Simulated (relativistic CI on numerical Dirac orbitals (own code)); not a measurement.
## Re⁶⁺ (5d) in a crystal field

Calculated by Dirac-Coulomb-Breit CI, orbitals from a KLI potential per configuration, model QED, valence Slater integrals scaled by 0.75, one configuration in a parametric crystal field (own radial code).

Field parameters in Wybourne normalisation: Oh B⁴₀ = 21Dq, B⁴₄ = √(5/14) B⁴₀. The field is a parameter set, without covalency.

S is read from ⟨S²⟩ = S(S + 1).

Levels (cm⁻¹, degeneracy): 0 (4), 7094 (2), 29795 (4).

Task: Which field gives this pattern?
A. Oh, 10Dq = 10000 cm⁻¹
B. Oh, 10Dq = 18000 cm⁻¹
C. Oh, 10Dq = 41950 cm⁻¹
D. Oh, 10Dq = 25950 cm⁻¹

Result: D. Oh, 10Dq = 25950 cm⁻¹, ground level with S = 0.50.
